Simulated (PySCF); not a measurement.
Compound: C5H7F2O (doublet state).
Geometry (GFN2-xTB, Å), atoms numbered from 1 in this order:
```xyz
15
C5H7F2O angstrom
F      2.7042    0.5486   -1.0555
C      2.1712   -0.0324    0.0648
F      2.6094    0.7877    1.0869
C      0.7127   -0.1202   -0.0032
C     -0.2626    0.9917   -0.1779
C     -1.5735    0.2167   -0.3568
C     -1.2855   -1.0945    0.3836
O      0.1121   -1.3168    0.2793
H      2.6446   -1.0138    0.2027
H     -0.2953    1.6362    0.7109
H     -0.0147    1.6239   -1.0322
H     -2.4367    0.7334    0.0544
H     -1.7496    0.0179   -1.4142
H     -1.5425   -1.0109    1.4477
H     -1.7982   -1.9596   -0.0399
```

The hyperfine couplings belong to this conformer and change with its torsions.

Identity: `FC(F)[C]1CCCO1` [radical].

The calculation used PySCF 2.14.0, UKS B3LYP, pcH-1 on C F H O, non-relativistic, mean-field spin-orbit, GIAO. Isolated species at its GFN2-xTB geometry (one conformer only). Couplings are sensitive to structure, and on GFN2-xTB geometries they can be far from those on DFT ones. The SCF solution wasn't tested for stability.

Task: Break the g tensor into its mass correction, gauge correction and orbital-Zeeman/spin–orbit terms.

Result: 
| Δg (ppm) | 1 | 2 | 3 |
| --- | --- | --- | --- |
| relativistic mass correction | -225 | -225 | -225 |
| gauge correction | 11 | 78 | 46 |
| orbital Zeeman/spin–orbit | -2 | 781 | 2206 |
| total | -216 | 633 | 2026 |

So g = 2.00210, 2.00295, 2.00435 and g_iso = 2.00313; the tensor is rhombic: the two nearest values differ by 38 % of g3 − g1. Axes: g3 points within 5° of the C2–C4 bond.

Task: At 9.52 GHz, how far is the centre of the isotropic spectrum from where a free electron (g = 2.002319) resonates?

Result: B = hν/(g μB) with μB/h = 13.99624 MHz/mT gives 339.70 mT for the free electron and 339.56 mT at g_iso, 0.14 mT lower.

Task: How much does each term add to the isotropic shift?

Result: The orbital-Zeeman/spin–orbit term 995, the mass correction -225 and the gauge correction 45 ppm, for a total of 815 ppm. The orbital-Zeeman/spin–orbit term is the largest in size. The mass correction is the same along every axis, so the anisotropy comes from the other two: their spans along these axes are 66 (gauge) and 2208 ppm (orbital Zeeman/spin–orbit).

Task: What effective moment and Curie constant follow for a powder?

Result: With the mean of g² = 4.0125 and S(S+1) = 0.75: μ_eff = √(⟨g²⟩S(S+1)) = 1.735 μB and χT = 0.12505·⟨g²⟩·S(S+1) = 0.376 cm³ K/mol (cgs; spin-Hamiltonian part alone).

Task: In a frozen sample, at which fields do the three g values resonate at 9.5, 34, 94 and 263 GHz (hyperfine left aside), and which band first spreads them over more than twice a line width of 0.5 mT?

Result: 
```tsv
band	GHz	B(g3) mT	B(g2) mT	B(g1) mT	spread mT
X	9.5	338.64	338.88	339.02	0.38
Q	34.0	1211.98	1212.82	1213.34	1.36
W	94.0	3350.76	3353.09	3354.52	3.75
J	263.0	9375.01	9381.53	9385.51	10.50
```

The spread grows in proportion to the frequency. Q band is the first where it exceeds 1.0 mT.

Largest spin populations (Mulliken): C4 (+0.80), O8 (+0.15) and C5 (-0.06). The angles at C4 add up to 359.5°, so it is planar.

The HOMO–LUMO gaps are 5.77 eV among the α and 7.23 eV among the β orbitals.
